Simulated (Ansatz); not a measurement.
A trace of molecular dynamics of C₃H₁₀ClNSi (16 atoms, charge 0, multiplicity 1).

The calculation used RKS PBE/STO-3G in Ansatz.

```json
{
  "ensemble": "NVT, Langevin thermostat",
  "set temperature": "2000 K",
  "friction": "0.01 /fs",
  "seed": "182997"
}
```

```
time (fs)  T (K)  potential energy less start (eV)
        0   1875                             0.000
      7.5   1181                             4.706
       15   4986                             9.153
     22.5   5699                            14.203
       30   2971                            18.454
     37.5   3304                            18.695
       45   3484                            21.528
     52.5   3959                            19.629
       60   3699                            20.770
     67.5  18358                            25.636
       75  25529                            31.033
```

Q: Is this trajectory sound?

A: The temperature shot up to 30000 K, far beyond the bath's, so the integration failed: the time step of 2.5 fs is too long for the fastest motions that this run met, and the later frames carry no physical meaning.

Time of the run: 28 min on 1 thread of Arm Neoverse V2, with other jobs on the host, peak memory 0.11 GiB.
